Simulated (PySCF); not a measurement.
**MH for M along group 14**

PBE0 with triple-zeta basis sets in PySCF, for the lowest determinant that a PBE0 search found; no spin–orbit coupling. De refers to high-spin ground-configuration atoms. A positive dipole means M(−)H(+).

```json
{"M": "C", "basis": "def2-TZVPP", "state (unpaired electrons)": "doublet (π ↑)", "Re (Å)": "1.125", "ωe (cm⁻¹)": "2845", "De (eV)": "3.59", "μ (D)": "1.50"}
{"M": "Ge", "basis": "def2-TZVPP", "state (unpaired electrons)": "doublet (π ↑)", "Re (Å)": "1.602", "ωe (cm⁻¹)": "1899", "De (eV)": "2.88", "μ (D)": "-0.12"}
{"M": "Sn", "basis": "x2c-TZVPPall", "state (unpaired electrons)": "doublet (π ↑)", "Re (Å)": "1.779", "ωe (cm⁻¹)": "1715", "De (eV)": "2.62", "μ (D)": "-0.53"}
{"M": "Pb", "basis": "def2-TZVPP", "state (unpaired electrons)": "doublet (π ↑)", "Re (Å)": "1.847", "ωe (cm⁻¹)": "1611", "De (eV)": "2.44", "μ (D)": "-1.06"}
```

Task: The row for M = Si is missing. Estimate Re, ωe and De as the mean of the rows for C and Ge, and compare with the calculation.

Result: The means are 1.364 Å, 2372 cm⁻¹ and 3.23 eV. PBE0 in def2-TZVPP gives SiH as a doublet (π ↑) with Re = 1.532 Å, ωe = 2023 cm⁻¹, De = 3.10 eV, so the estimate is off by -16.8 pm, +17 % and +0.14 eV.

The rows differ in basis set, which adds steps of its own.

Spin–orbit coupling is left out, which matters for elements this heavy, above all for dissociation energies. States were picked by a PBE0 search and need not be the measured ground states.
